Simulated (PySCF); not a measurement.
## A small calculation by hand: oscillator strength and radiative lifetime

H2Se2Zn, SMILES [SeH][Zn][SeH].

The structure is a stationary point at B3LYP-D3(BJ)/def2-SVP. One conformer was computed; it need not be the lowest.

PySCF with TDA-PBE/def2-SVPD puts the first singlet state with f over 0.02 at 4.10 eV (vertical), with the transition dipole (0.000, 0.000, -0.477) in atomic units.

Problem. Find the oscillator strength, the wavelength and the radiative lifetime that this transition would have in vacuum if emission retraced absorption.

Solution. 
|μ|² = 0.2275 au, so |μ| = 1.21 D. ΔE = 4.10/27.211 = 0.1507 hartree. f = (2/3) ΔE |μ|² = 0.023 (the program prints 0.023).
λ = 1239.84/4.10 = 302 nm; ν = 33069 cm⁻¹.
Einstein's coefficient A = 0.6670 ν² f s⁻¹ (ν in cm⁻¹) = 1.7e7 s⁻¹, so τ = 1/A = 60 ns. This state is S1. The figure is the radiative limit of this one transition; relaxation, internal conversion, crossing to triplets and a medium change what is measured.
